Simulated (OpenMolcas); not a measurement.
# Mn3+: ligand-field states by method

Mn3+ with 6 ligands (chloride) in octahedral coordination (Oh) at 2.41 Å. A charge of +0.5 e stands 3.2 Å behind each ligand. Ligand basis ANO-RCC-VDZP.

| Property | Result |
| --- | --- |
| Program | OpenMolcas 26.06 |
| Basis | ANO-RCC-VDZP [5s4p2d1f] |
| Scalar Hamiltonian | DKH2, point nucleus |
| Active space | 4 electrons in 5 orbitals (3d) |
| State averaging | 2S+1 = 5 even, 5 roots; 2S+1 = 3 even, 45 roots; 2S+1 = 1 even, 50 roots |
| Spin-orbit coupling | RASSI with atomic mean-field integrals over the reference wave functions |

I. CASSCF
II. SS-CASPT2, IPEA 0.25 Eh, imaginary shift 0.1 Eh (closed shells correlated: 3s 3p and the ligand valence shells)
III. SS-CASPT2, IPEA 0.25 Eh, sigma2 regulariser 0.3 Eh (closed shells correlated: 3s 3p and the ligand valence shells)

Spin-free states (labels of O, the rotations of Oh) in cm-1, each column counted from its own energy of the first state listed:

```
State  Degeneracy      I     II    III
   5E           2      0      0      0
  5T2           3  10201  13050  13060
  3T1           3  15760   8140   8190
   3E           2  21461  15510  15560
  3T1           3  23662  16540  16570
  3T2           3  24314  17580  17590
  3A2           1  26095  18800  18790
  3A1           1  26801  19100  19090
  1T2           3  27176  14930  14990
   1E           2  27912  15980  16090
   3E           2  29576  21920  21930
  3T1           3  31126  28790  28880
  3T2           3  32071  28830  28880
  1A1           1  32172  18810  18850
  3T1           3  32562  27560  27590
  1A2           1  32727  23330  23360
  1T2           3  33097  22860  22900
  1T1           3  34777  24520  24590
  3T2           3  37361  32890  33180
   1E           2  39104  26880  26910
```

From I to II, I's first state of the same spin (5T2) moves from 10201 to 13050 cm-1, by about +2900 cm-1.

From I to II, I's first state of another spin (3T1) moves from 15760 to 8140 cm-1, by about -7600 cm-1.

χT at 300 K: I 2.94, II 2.95, III 2.95 cm3 K/mol.

Roots that are degenerate in the reference are averaged as groups; the widest CASPT2 spread within a group is 1200 cm-1 (the 2-fold group of multiplicity 1 near 73600 cm-1 above the lowest state of its run, II). Shifts and gaps below about the spread of the groups concerned are not significant. Over all roots computed the reference weight is 0.63 to 0.67 in II, 0.64 to 0.67 in III; a low but even weight reflects the number of correlated electrons. An orbital doublet at a regular site is open to a Jahn-Teller distortion, which this geometry leaves out. Ligand-to-metal charge-transfer states are missing. With no ligand orbital active B as a rule stays too high, so bands that hang on it stand too high and its fall with covalency is understated. Without dynamic correlation the repulsion within the d shell is too large (B by tens of per cent), so at a given field states of lower spin stand too high (holds for I). With metal d orbitals alone and no dynamic correlation the field as a rule comes out too small, by tens of per cent, by up to half for chloride and softer ligands (holds for I). This shell can be high or low spin here, a state of another spin lies low, and with metal d orbitals alone active their balance is uncertain, so the ground spin may be wrong (holds for II; III). These CASPT2 states fit no ligand-field parameters well, so their order and spin gaps are uncertain (holds for II; III). With one d shell and no ligand orbital active, 10Dq can be off by a tenth or more (holds for II; III). No measured value stands beside these numbers; the geometry is a model, was not optimised and need not be the one that this ion takes.
